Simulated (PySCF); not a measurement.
C4H7BO, SMILES CB1CC=CO1. Atoms are numbered in the order given.

```xyz
13

C      0.0022     2.2678     0.0000
B     -0.0321     0.7059     0.0000
C     -1.2507    -0.3120     0.0000
C     -0.5107    -1.6183     0.0000
C      0.8032    -1.3731     0.0000
O      1.1322    -0.0338     0.0000
H     -0.5307     2.6660    -0.8797
H      1.0258     2.6684     0.0000
H     -0.5307     2.6660     0.8797
H     -1.9095    -0.1843    -0.8787
H     -1.9095    -0.1843     0.8787
H     -0.9539    -2.6148     0.0000
H      1.6480    -2.0630     0.0000
```

Geometry: PBE0-D3(BJ)/def2-SVP. This is a generated structure with no PubChem entry under its InChIKey; it may be hypothetical. Other conformers were not sampled.

Computed with PBE/pcSseg-1 (PySCF).

GIAO shieldings, no solvent; atoms alike by connectivity are averaged. δ = σ(ref) − σ: ¹³C against TMS (σ = 182.0 ppm); ¹¹B against BF3 (σ = 83.9 ppm); ¹⁷O against H2O (σ = 334.3 ppm); ¹H against TMS (σ = 31.49 ppm), references at their B3LYP-D3(BJ)/def2-TZVP geometries, non-relativistic.

Computed chemical shifts:
```
nucleus       atoms  count  δ (ppm)
-------  ----------  -----  -------
¹³C              C5      1    156.9
¹³C              C4      1    118.4
¹³C              C3      1     29.7
¹³C              C1      1      3.1
¹¹B              B2      1     46.9
¹⁷O              O6      1    290.3
¹H              H13      1     7.11
¹H              H12      1     5.88
¹H         H10, H11      2     2.17
¹H       H7, H8, H9      3     1.05
```
